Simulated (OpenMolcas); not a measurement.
## Cr2+, Mo2+, W2+: d⁴ down the group

* Program: OpenMolcas 26.06
* Method: SS-CASPT2, IPEA 0.25 Eh, imaginary shift 0.1 Eh
* Basis: ANO-R2
* Scalar Hamiltonian: X2C, finite nucleus
* Spin-orbit coupling: RASSI with atomic mean-field integrals over the reference wave functions, term energies averaged over their components

Active space for each ion: 4 electrons in 5 orbitals (d); closed shells correlated by CASPT2: Cr2+ 3s 3p; Mo2+ 4s 4p; W2+ 5s 5p.

Computed levels in cm-1 above ⁵D₀:

```
                               Level   Cr2+   Mo2+    W2+
                                 ⁵D₁   66.4    240   2350
                                 ⁵D₂    196    664   4670
                                 ⁵D₃    385   1219   6610
                                 ⁵D₄    628   1866   8130
                              ³P₀(1)  17070  11960  12030
                              ³P₁(1)  17460  13200  15970
                                 ³H₄  18160  13520  14920
                              ³P₂(1)  18160  15070  20520
                                 ³H₅  18300  14080  18060
weight of ⁵D in the lowest level (%)    100     98     69
```

Mixed levels, with the weight of the term that names them: W2+ ⁵D₀ (69 %), W2+ ³P₀(1) (60 %), W2+ ³H₄ (59 %), W2+ ³P₂(1) (74 %).

Measured, with the error of the calculation in %. Measured levels: Cr2+ from Sugar and Corliss, J. Phys. Chem. Ref. Data 6, 317 (1977); Mo2+ from Sugar and Musgrove, J. Phys. Chem. Ref. Data 17, 155 (1988); W2+ from NIST levels as listed in McCann et al., Mon. Not. R. Astron. Soc. 538, 537 (2025).

```tsv
Level	Cr2+	Mo2+	W2+
⁵D₁	62.2 (+6.7)	242 (-1.0)	2256 (+4.1)
⁵D₂	183 (+7.2)	668 (-0.6)	4461 (+4.6)
⁵D₃	357 (+8.1)	1224 (-0.4)	6278 (+5.2)
⁵D₄	576 (+9.0)	1872 (-0.3)	7687 (+5.7)
³P₀(1)	16771 (+1.8)	11149 (+7.3)	9904 (+21.5)
³P₁(1)	17169 (+1.7)	12510 (+5.5)	12881 (+24.0)
³H₄	17274 (+5.1)	12680 (+6.6)	13701 (+8.9)
³P₂(1)	17851 (+1.7)	14358 (+5.0)	
³H₅	17397 (+5.2)	13276 (+6.0)
```

The fine-structure level ⁵D₄ changes by a factor of 12.9 from Cr2+ to W2+.

Without spin-orbit coupling ³P(1) lies 17420, 12840, 10550 cm-1 above ⁵D in that order; the difference to the level ³P₀(1), of either sign, comes from spin-orbit coupling, which also lowers the zero.

Term energies are means over components that CASPT2 splits; among the terms shown or strongly mixed into the levels shown the widest spread is 300 cm-1 (5d⁴ ¹G(1), W2+). Over all roots computed the reference weight is 0.90 to 0.95 in W2+; the roots of lowest weight are the least certain, and an intruder state may touch them. Levels of configurations with an s electron are missing; early in the row they begin among the upper levels of the d shell and mix with terms of their name (holds for Mo2+). Configurations with an s electron lie low in 5d ions of this charge, fall among these levels and mix in, so low-spin terms can stand far too high, up to twice their true height, and weights are not those of the real levels (holds for W2+). Some terms miss by over 15 % even with CASPT2, which points to a basis or an active space too small for the shells correlated (holds for W2+). Measured partners are found by configuration, term and J. A level has none where our copy of the source lacks it or the pairing is in doubt (some pairs that miss far off the trend of their configuration count as doubtful), and it then counts in no deviation. Levels of configurations outside the active space are missing.

A number in round brackets counts repeated terms of one configuration in the order of the reference energies.
